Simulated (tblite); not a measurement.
C4H12O2Si3.
SMILES with atom numbers: `[CH3:1][C@@H:2]([SiH3:3])[O:4][Si@H:5]([OH:6])[C:7]#[C:8][SiH3:9]` (hydrogens: H10, H11, H12 on C1; H13 on C2; H14, H15, H16 on Si3; H17 on Si5; H18 on O6; H19, H20, H21 on Si9)

The geometry is computed with GFN2-xTB (gas phase).

Question: What internal coordinates does the optimisation give?

Answer: 
```
                     bond  length (Å)
                    C1–C2       1.523
                   C2–Si3       1.913
                    C2–O4       1.419
                   O4–Si5       1.623
                   Si5–O6       1.620
                   Si5–C7       1.862
                    C7≡C8       1.211
                   C8–Si9       1.847
   C1–H10, C1–H11, C1–H12       1.088
                   C2–H13       1.098
Si3–H14, Si3–H15, Si3–H16       1.464
                  Si5–H17       1.457
                   O6–H18       0.953
Si9–H19, Si9–H20, Si9–H21       1.466
```

Bonds in one row agree within 0.01 Å and their mean is given. A selection of angles:
```
      angle  degrees
  C2–C1–H10    110.0
 H10–C1–H11    108.9
 H11–C1–H12    108.3
  C1–C2–Si3    114.4
   C1–C2–O4    109.1
  C1–C2–H13    108.4
  Si3–C2–O4    105.6
 Si3–C2–H13    110.2
  O4–C2–H13    108.9
 C2–Si3–H14    108.1
 C2–Si3–H15    108.6
H14–Si3–H15    110.3
H14–Si3–H16    110.6
  C2–O4–Si5    127.6
  O4–Si5–O6    105.8
  O4–Si5–C7    107.6
 O4–Si5–H17    114.7
  O6–Si5–C7    113.1
 O6–Si5–H17    104.6
 C7–Si5–H17    111.0
 Si5–O6–H18    120.3
  Si5–C7–C8    174.4
  C7–C8–Si9    179.1
 C8–Si9–H19    109.0
 C8–Si9–H20    108.4
H19–Si9–H20    110.5
H19–Si9–H21    110.6
```

Torsions: C1–C2–O4–Si5 117° (anticlinal); C2–O4–Si5–O6 176° (antiperiplanar); H18–O6–Si5–O4 -36° (synclinal).

Si5 (oxygen-bound silicon) is distorted tetrahedral (angles from 104.6° to 114.7°). The C–Si distances run from 1.847 Å (C8–Si9, drawn single) to 1.913 Å (C2–Si3, drawn single), a spread of 0.066 Å. The 2 C–C bonds span 1.211 Å (C7≡C8, drawn triple) to 1.523 Å (C1–C2, drawn single), a spread of 0.312 Å. Of the pairs four or more bonds apart, C7···H13 is among the closest relative to their van der Waals radii: 3.01 Å, 104 % of the sum of Bondi's values. Si3 (SiH3 silicon) is tetrahedral (angles from 108.1° to 111.0°). Si9 (SiH3 silicon) is tetrahedral (angles from 108.1° to 110.6°).

Point group: C1 (no symmetry element, even within 0.4 Å). Its lowest GFN2-xTB frequency is 11i cm⁻¹, too small to tell a flat minimum from a shallow saddle. The numbers are those of one conformer (C1–C2–O4–Si5 117°, C2–O4–Si5–O6 176°, O4–Si5–O6–H -36°). 3 starts were optimised and ended at 0.00, 0.09 and 1.99 kcal/mol (GFN2-xTB); the lowest of these is shown.

The run took 2.0 s of wall time on Arm Neoverse V1, one thread (shared host). These figures are those of the optimisation.
